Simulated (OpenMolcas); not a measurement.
**Ionisation energies of scandium**

```json
{
  "Program": "OpenMolcas",
  "Basis": "ANO-R2 [6s5p4d2f1g]",
  "Scalar Hamiltonian": "X2C, finite nucleus",
  "Spin-orbit coupling": "state interaction with AMFI integrals over the reference wave functions, term energies averaged over their components"
}
```

Active shells in each charge state: the valence d, s shells, with orbitals averaged over the low states. Where CASPT2's correlated closed shells are named, they are those of the first ion.

A. CASSCF
B. SS-CASPT2, IPEA 0.25 Eh, imaginary shift 0.1 Eh (closed shells correlated: 3s 3p)
C. SS-CASPT2, IPEA 0 Eh, imaginary shift 0.1 Eh (closed shells correlated: 3s 3p)
D. SS-CASPT2, IPEA 0.25 Eh, imaginary shift 0.1 Eh (closed shells correlated: 2s 2p 3s 3p)

Energies in eV between the lowest computed levels, named as in B; reference values from the NIST Atomic Spectra Database with their kind.

```
            From              To       A       B       C       D  Spin-orbit share in B          Reference
Sc 3d 4s² ²D_3/2   Sc+ 3d 4s ³D₁   5.209   6.165   6.261   6.166                 -0.002   6.561 (measured)
   Sc+ 3d 4s ³D₁  Sc2+ 3d ²D_3/2  11.977  12.764  12.828  12.769                 -0.003  12.800 (measured)
```

Error against the reference values, in %:

```csv
From,Reference,A,B,C,D
Sc,measured,-20.6,-6.0,-4.6,-6.0
Sc+,measured,-6.4,-0.3,+0.2,-0.2
```

Mean absolute error over the 2 measured values: A 1.09 eV, B 0.22 eV, C 0.16 eV, D 0.21 eV. C lies closest.

The lowest level within the active space need not be the ion's true ground level.
